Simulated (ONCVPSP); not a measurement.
## What the settings do to the ONCV potential of V

Base potential:

```json
{
 "Element": "V (Z = 23)",
 "Generator": "ONCVPSP 4.0.1",
 "Type": "optimised norm-conserving Vanderbilt (ONCV)",
 "Functional": "PW91",
 "Relativity": "scalar-relativistic",
 "Frozen core": "[Ar]",
 "Valence charge": "5",
 "Reference configuration": "3d3 4s1.5 4p0.5",
 "Partial waves": "4s: rc 2.80 bohr, ncon 3, nbas 7, qcut 2.1 1/bohr, 3 projectors, debl 0.5 Ha; 4p: rc 3.95 bohr, ncon 5, nbas 10, qcut 2.1 1/bohr, 2 projectors, debl 3.8 Ha; 3d: rc 1.40 bohr, ncon 4, nbas 8, qcut 10.9 1/bohr, 2 projectors, debl 2.4 Ha",
 "Local potential": "polynomial inside 1.35 bohr (lpopt 2, dvloc0 0 Ha)",
 "Core correction": "polynomial model core, fcfact 0.35"
}
```

Cutoffs, loose and tight: the cutoffs (Ha) at which the residual kinetic energy of the hardest occupied pseudo-wave falls to 1 and 0.1 mHa per electron. They do not see the model core or the augmentation charge, which bear on the density cutoff. Test errors are all-electron minus pseudo excitation energies from the reference, over the configurations 3d3 4s2 4p0; 3d3 4s1 4p0; 3d3 4s0 4p0; 3d2 4s2 4p0. A dash means not determined; rows that change the core or the reference have their own tests.

```tsv
change	outcome	cutoff, loose	cutoff, tight	bound ghosts	GHOST(+) flags above zero	largest test error (meV)
base	generated	45 Ha	51 Ha	none	s, p	-152
s: qcut 2.7	generated	45 Ha	51 Ha	none	s, p	-225
core correction polynomial model core, fcfact 0.75	generated	45 Ha	51 Ha	none	s, p	-179
```

Question: What comes out with this change to the base: reference 3d3 4s1 4p1?

Answer: outcome: generated; cutoff, loose: 45 Ha; cutoff, tight: 51 Ha; bound ghosts: none; GHOST(+) flags above zero: s, p; largest test error (meV): -92.
